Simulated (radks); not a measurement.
Problem. Radial electron density D(r) = 4 pi r^2 rho(r) of an atom or ion with 38 electrons. Calculated with a radial shooting solver on a logarithmic mesh with Libxc functionals: Dirac Kohn-Sham, BLYP, spin-unpolarised, spherical densities, finite nucleus; Fermi nuclear charge, rms radius of each element as measured or else 0.836 A^(1/3) + 0.57 fm.

r (bohr),D(r) (e/bohr)
0.001816,2.428
0.002403,3.938
0.003179,6.286
0.004207,9.826
0.005566,14.94
0.007364,21.89
0.009744,30.58
0.01289,40.12
0.01692,48.35
0.02239,53.16
0.02963,52.42
0.0392,47.75
0.05186,45.35
0.06862,51.34
0.0908,62.35
0.1201,64.57
0.159,51.97
0.2086,41.08
0.2761,45.61
0.3653,49.39
0.4833,34.38
0.6395,16.27
0.8461,11.27
1.119,10.57
1.481,6.186
1.96,2.013
2.572,0.4051
3.404,0.04540
4.504,0.002228

What is the nuclear charge?

Solution. Z = 42. The innermost maximum, from 1s, lies near gamma/Z bohr with gamma = sqrt(1 - (Z/c)^2) = 0.952, here 0.0227 bohr (found: 0.0248), and its height grows with Z. The density is that of the molybdenum ion Mo4+ in [Kr] 4d2; the configuration itself is not fixed sharply by these data, and Z only to a few units. D(r) has 4 maxima, at r = 0.0248, 0.109, 0.340, 0.939 bohr, and minima at 0.0498, 0.219, 0.874 bohr, inside which lie 2.06, 11.07, 29.61 electrons.
